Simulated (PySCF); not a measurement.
Labels have come off several samples. The candidates:

A. `C[N+](C)(C)[AlH2-][CH2]C(F)(F)F`
B. `C=Cn1c(C)nnc1C`
C. `FB(C)F`

Spectrum 1. 13C{1H} NMR (computed): δ -4.1 (CH3, t, J = 34.5 Hz).

Spectrum 2. 13C{1H} NMR (computed): δ 152.2 (C), 134.8 (CH), 105.1 (CH2), 14.4 (CH3).

Spectrum 3. 13C{1H} NMR (computed): δ 135.7 (C), 47.2 (CH3), 18.1 (CH2).

One computed conformer, no solvent, equivalent nuclei averaged, no relativistic terms. B3LYP/pcJ-1 coupling constants; coordinates at the PBE0-D3(BJ)/def2-SVP level; shielding tensors at PBE0/pcSseg-1 (GIAO); PySCF 2.14.0 with density-fitted response routines.

Referencing at the same level of theory: 13C (σ = 184.41 ppm) vs TMS. Splittings of carbon signals by F and P are missing where no couplings were computed. Carbons bonded to boron are broad in practice. Shifts are as computed. Against solution values, carbons near 30 ppm lie about +2 ppm off and those near 130 ppm about +5 ppm. Of 1313 compounds with measured shifts, 239 miss one by over three times the rms of a fit or turn the order of signals round; such compounds aren't used in these exercises.

Problem. Match each spectrum to its structure.

Solution. 1–C, 2–B, 3–A.

- Spectrum 1 (C): a single 13C signal, at -4.1 ppm (methyl carbon bonded to B).
- Spectrum 2 (B): 4 13C signals; δC 134.8 is an alkene CH; δC 105.1 is a terminal =CH2 carbon.
- Spectrum 3 (A): 3 13C signals; δC 135.7 is a CF3 carbon; δC 47.2 is a methyl carbon bonded to N.
